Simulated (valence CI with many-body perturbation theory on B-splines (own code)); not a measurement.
# Pb77+ in three bases

Calculated by relativistic CI+MBPT: three valence electrons over a frozen Dirac-Fock core [He], radial functions for each j: 9 s, 9 p, 8 d, 6 f, 3 g, 1 h, with the one-electron correlation potential Σ1, the two-electron term Σ2, the three-electron term Σ3, Breit, model QED; selected CI, second order for the rest, scaled by the run's own slope (own B-spline code, finite nucleus).

The last digits are not significant, and no measured levels were compared; by estimate large intervals hold to a few tenths of a per cent, small ones and those within an open d or f shell to about a per cent.

The reference run has the lowest level (2s^2 2p1/2) J=1/2 and an ionisation energy of 23933.6 eV. Its largest variational space holds 8489 state functions.

Levels are named by their leading jj configuration (3d3/2^4 stands for four electrons in 3d with j = 3/2), which in mixed levels can hold well under half, so a name can repeat and another be missing. Letters in brackets count levels of one name in rising energy.

Changed runs:
A. basis 6 s, 6 p, 5 d, 3 f, 1 g
B. basis 5 s, 5 p, 4 d, 2 f

Excitation energies of the reference run in eV, and shifts in cm⁻¹:

```csv
Level,Reference,A,B
(2s 2p1/2^2) J=1/2,326.3,-165,-452
(2s^2 2p3/2) J=3/2,2353.4,+121,-5.1
(2s 2p1/2 2p3/2) J=3/2 [a],2584.8,-124,-755
(2s 2p1/2 2p3/2) J=5/2,2627.4,+259,-34
(2s 2p1/2 2p3/2) J=1/2,2713.0,+128,-106
(2s 2p1/2 2p3/2) J=3/2 [b],2714.5,+214,+157
(2p1/2^2 2p3/2) J=3/2,3050.4,-160,-556
(2s 2p3/2^2) J=5/2,4955.9,+139,-422
(2s 2p3/2^2) J=1/2,5082.1,+52,-191
(2s 2p3/2^2) J=3/2,5082.7,+230,+48
(2p1/2 2p3/2^2) J=3/2,5345.7,-53,-724
(2p1/2 2p3/2^2) J=5/2,5368.0,+210,-106
Ionisation energy (eV),23933.6,+0.018,-0.049
```
